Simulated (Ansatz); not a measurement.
Frontier orbitals of `C[SiH]1[O][AlH]1`.

```xyz
9

C     1.4948   -0.1911   -0.3159
Si   -0.2524    0.4568   -0.3537
O    -1.4603   -0.7112   -0.2283
Al   -1.8960    0.1885    1.2009
H     2.2050    0.6400   -0.2911
H     1.6760   -0.8291    0.5502
H     1.6896   -0.7714   -1.2236
H    -0.3902    1.3244   -1.5606
H    -3.0665   -0.1070    2.2220
```

Total charge 0; spin multiplicity 1. All single points use the PBE0-D4/def2-TZVP geometry. Basis def2-TZVPP, Ansatz.

```tsv
functional	HOMO (eV)	LUMO (eV)
HF	-8.36	1.30
```

(1) Give HOMO and LUMO (eV) with LDA (SPW92), PBE, revPBE, BLYP, r2SCAN, B97M-V, PBE0, B3LYP, r2SCANh, r2SCAN0, HSE06 (plane-wave form), BHLYP, CAM-B3LYP, LC-ωPBE, ωB97X-V, ωB97M-V. (Estimate.)

Answers

(1) Computed: 
```json
{"functional": "LDA (SPW92)", "HOMO": "-5.15", "LUMO": "-2.32"}
{"functional": "PBE", "HOMO": "-5.04", "LUMO": "-2.12"}
{"functional": "revPBE", "HOMO": "-5.00", "LUMO": "-2.03"}
{"functional": "BLYP", "HOMO": "-4.92", "LUMO": "-1.98"}
{"functional": "r2SCAN", "HOMO": "-5.22", "LUMO": "-1.87"}
{"functional": "B97M-V", "HOMO": "-5.27", "LUMO": "-2.01"}
{"functional": "PBE0", "HOMO": "-6.05", "LUMO": "-1.37"}
{"functional": "B3LYP", "HOMO": "-5.89", "LUMO": "-1.55"}
{"functional": "r2SCANh", "HOMO": "-5.60", "LUMO": "-1.61"}
{"functional": "r2SCAN0", "HOMO": "-6.17", "LUMO": "-1.22"}
{"functional": "HSE06 (plane-wave form)", "HOMO": "-5.66", "LUMO": "-1.73"}
{"functional": "BHLYP", "HOMO": "-6.97", "LUMO": "-0.58"}
{"functional": "CAM-B3LYP", "HOMO": "-7.28", "LUMO": "-0.40"}
{"functional": "LC-ωPBE", "HOMO": "-8.49", "LUMO": "0.64"}
{"functional": "ωB97X-V", "HOMO": "-8.22", "LUMO": "0.54"}
{"functional": "ωB97M-V", "HOMO": "-8.02", "LUMO": "0.29"}
```

B3LYP here is the variant with VWN-RPA as its local correlation; programs differ in this. LC-ωPBE has ω = 0.4 bohr⁻¹. Positive LUMOs are unbound and depend on the basis.
